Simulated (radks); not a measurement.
Values are calculated unless marked as measured or tabulated.
Task: Ionisation of neutral calcium, [Ar] 4s2, to Ca+, [Ar] 4s1, under several functionals. Scalar-relativistic Kohn-Sham, spin-polarised, spherical densities, point nucleus; open shells are filled with parallel spins first; a radial shooting solver on a logarithmic mesh with Libxc functionals. The NIST Atomic Spectra Database gives 6.113 eV (measured). Rank these functionals by the error of their Delta-SCF ionisation energy: AM05; LDA (Slater exchange, VWN5 correlation); exchange-only B88; Wu-Cohen GGA; LDA (Slater exchange, Perdew-Zunger correlation); RPBE; HCTH/407; XLYP; exchange-only LDA; SOGGA.

Result: From best to worst: XLYP 6.134 eV (+0.021); RPBE 6.076 eV (-0.037); LDA (Slater exchange, VWN5 correlation) 6.235 eV (+0.122); Wu-Cohen GGA 5.980 eV (-0.133); AM05 5.979 eV (-0.135); LDA (Slater exchange, Perdew-Zunger correlation) 6.255 eV (+0.142); SOGGA 5.941 eV (-0.172); HCTH/407 6.561 eV (+0.448); exchange-only B88 5.316 eV (-0.797); exchange-only LDA 5.152 eV (-0.961).
